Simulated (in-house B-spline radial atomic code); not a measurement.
**Hg54+: [Ar] 3d8**

Level of theory: Dirac-Kohn-Sham LDA VWN5, spherical fractional occupations, Fermi nucleus of rms radius 5.4648 fm; calculated with an all-electron radial atomic-structure program (B-spline basis).

Effective charges: Z_r = [3n² - l(l+1)]/(2<r>) from the radius, Z_e = n√(-2ε) from the energy, and Slater's rules. Values are occupation-weighted means over j. An effective charge above Z reflects the relativistic contraction of the inner shells.

```json
{"shell": "1s", "electrons": "2", "ε (eV)": "-86232", "<r> (bohr)": "0.0166", "Z_r": "90.35", "Z_e": "79.61", "Slater": "79.70"}
{"shell": "2s", "electrons": "2", "ε (eV)": "-17912", "<r> (bohr)": "0.06906", "Z_r": "86.87", "Z_e": "72.57", "Slater": "75.85"}
{"shell": "2p", "electrons": "6", "ε (eV)": "-16040", "<r> (bohr)": "0.06245", "Z_r": "80.06", "Z_e": "68.67", "Slater": "75.85"}
{"shell": "3s", "electrons": "2", "ε (eV)": "-6468", "<r> (bohr)": "0.175", "Z_r": "77.16", "Z_e": "65.41", "Slater": "68.75"}
{"shell": "3p", "electrons": "6", "ε (eV)": "-5913.9", "<r> (bohr)": "0.1743", "Z_r": "71.71", "Z_e": "62.55", "Slater": "68.75"}
{"shell": "3d", "electrons": "8", "ε (eV)": "-5313.1", "<r> (bohr)": "0.1572", "Z_r": "66.79", "Z_e": "59.28", "Slater": "59.55"}
```

The least bound orbital is 3d5/2 at -5272 eV, while the most diffuse is 3p3/2 (<r> = 0.179 bohr against 0.1589 bohr): energy order and size order differ.

Spin-orbit splittings of the orbital energies (j = l + 1/2 above j = l - 1/2 when positive): 2p 1960 eV, 3p 466.8 eV, 3d 103.1 eV.

For the 1s electron the small component carries 9.24 % of the norm, the zero-frequency Breit interaction raises the level by 312.3 eV, self-energy by 202.8 eV, and vacuum polarisation lowers it by 41.98 eV.
